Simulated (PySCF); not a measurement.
VF2, SMILES [F][V][F] (connectivity only; charge and spin as stated), neutral, multiplicity 4. Atoms are numbered in the order given.

```xyz
3

V      0.0000     0.0000    -0.0035
F      0.0000    -1.7795     0.0044
F      0.0000     1.7795     0.0044
```
Charge 0, spin multiplicity 4.

Geometry: B3LYP-D3(BJ)/def2-TZVP. The spin state was assumed, not searched.

The numbers are results of B3LYP-D3(BJ)/def2-TZVP (PySCF), not measurements.

Frequencies are harmonic and unscaled.

A small imaginary wavenumber (i) marks a very flat motion, where grid noise or a shallow saddle decides the sign.

```json
[
 {"mode": "1", "ν (cm⁻¹)": "27i", "IR (km/mol)": "24.7", "moving atoms (share of kinetic energy)": "F 57 %, V 43 %"},
 {"mode": "2", "ν (cm⁻¹)": "608", "IR (km/mol)": "0.0", "moving atoms (share of kinetic energy)": "F 100 %"},
 {"mode": "3", "ν (cm⁻¹)": "765", "IR (km/mol)": "286.3", "moving atoms (share of kinetic energy)": "F 57 %, V 43 %"}
]
```
